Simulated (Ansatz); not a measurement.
`C=N/C([SiH3])=C\O` and `C=N/C([SiH3])=C\F` differ in one atom or group.

Ansatz, PBE0-D4/def2-TZVP geometries, multiplicity 1. Each molecule was computed in one conformer, which needn't be the lowest.

```
                             property  `C=N/C([SiH3])=C\O`
  LUMO energy (B3LYP/def2-TZVPP) / eV                -0.92
   HOMO energy (PBE0/def2-TZVPP) / eV                -6.28
LUMO energy (ωB97M-V/def2-TZVPP) / eV                 1.47
HOMO energy (ωB97M-V/def2-TZVPP) / eV                -8.47
  HOMO–LUMO gap (PBE/def2-TZVPP) / eV                 3.38
    LUMO energy (PBE/def2-TZVPP) / eV                -1.73
```

Give the same properties after the change, and the shifts. (Best estimate.)

The calculation gave: 
| property | `C=N/C([SiH3])=C\F` | shift |
| --- | --- | --- |
| LUMO energy (B3LYP/def2-TZVPP) / eV | -1.24 | -0.32 |
| HOMO energy (PBE0/def2-TZVPP) / eV | -6.93 | -0.65 |
| LUMO energy (ωB97M-V/def2-TZVPP) / eV | 1.18 | -0.29 |
| HOMO energy (ωB97M-V/def2-TZVPP) / eV | -9.15 | -0.68 |
| HOMO–LUMO gap (PBE/def2-TZVPP) / eV | 3.64 | 0.26 |
| LUMO energy (PBE/def2-TZVPP) / eV | -2.06 | -0.33 |

With PBE0 the HOMO falls by 0.65 eV and the LUMO falls by 0.31 eV, so the gap widens by about 0.34 eV. PBE moves the HOMO by -0.59 eV and ωB97M-V by -0.68 eV.

B3LYP here is the variant with VWN-RPA as its local correlation; programs differ in this.
